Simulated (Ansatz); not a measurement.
Gas-phase electronic energies from Ansatz, PBE0-D4/def2-TZVP geometries. CCSD(T)/CBS adds triple-zeta CCSD(T) − MP2 to the extrapolated MP2 energy (def2 sets, frozen cores). This one scheme is used for every species. DFT in def2-TZVPP. HSE06 is defined as in plane-wave codes. Each species was taken in one conformer, which may not be the lowest.

`C[Si](O)(F)[SiH3]` → `C[Si]O` + `F[SiH3]`  (silylene formation by 1,1-elimination)

(1) Is it downhill or uphill in electronic energy at CCSD(T)/CBS, and by how much? (An estimate is asked.)

(2) What do these levels give: LDA (SPW92), HSE06-D4, CAM-B3LYP-D4, r2SCAN0, HF/def2-TZVPP, MP2/def2-TZVPP? (An estimate is asked.)

Largest T1 diagnostic among the species: 0.014.

Results:

(1) Ansatz gave: Uphill: ΔE = +205.1 kJ/mol.

(2) Computed: LDA (SPW92) 236.4, HSE06-D4 223.5, CAM-B3LYP-D4 207.0, r2SCAN0 226.5, HF/def2-TZVPP 188.5, MP2/def2-TZVPP 207.7 kJ/mol.

Leaving LDA and LC-ωPBE aside and taking each functional with its dispersion term where it has one, the values, not all of them listed here, spread over 41.4 kJ/mol, from BLYP-D4 to r2SCAN0-D4. LDA lies +33.6 kJ/mol from PBE without D4. In def2-TZVPP, CCSD(T) changes the Hartree–Fock value by +11.8 kJ/mol (the triples alone add +2.1 kJ/mol) and MP2 by +19.2 kJ/mol. From BLYP to BHLYP (50 % exact exchange), in def2-TZVPP and without D4, ΔE moves by +30.3 kJ/mol.
